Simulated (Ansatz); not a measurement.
`C[CH2][SnH2][F]` + H–F → `[F][SnH2][F]` + `CC`  (ligand exchange at the Sn–C bond)

Computed with Ansatz on PBE0-D4/def2-TZVP structures; ΔE is electronic, products minus reactants. CCSD(T)/CBS is the MP2 limit (def2-TZVPP, def2-QZVPP) plus CCSD(T) − MP2 in def2-TZVPP, frozen cores. This one scheme is used for every species. def2 core potentials past Kr. For Sn outer-core shells are correlated without core-valence functions, which leaves a few kJ/mol of doubt a bond. Each species was taken in one conformer, which may not be the lowest.

| species | SCS-MP2/def2-TZVPP energy (Eh) |
| --- | --- |
| `C[CH2][SnH2][F]` | -393.60622 |
| H–F | -100.33020 |
| `[F][SnH2][F]` | -414.32433 |
| `CC` | -79.64041 |

Work out ΔE.

ΔE = (-414.32433) + (-79.64041) − (-393.60622) − (-100.33020) = -0.02832 Eh = -74.4 kJ/mol. CCSD(T)/CBS gives -71.2 kJ/mol.

Largest T1 diagnostic among the species: 0.014.

From BLYP to BHLYP (50 % exact exchange), in def2-TZVPP and without D4, ΔE moves by +5.3 kJ/mol. The D4 term adds +9.4 kJ/mol with B3LYP and +5.2 kJ/mol with PBE0; it sums over pairs of atoms, weighted by their polarisabilities, and B3LYP, whose exchange is more repulsive, gets the larger term.

B3LYP here is the variant with VWN-RPA as its local correlation; programs differ in this.
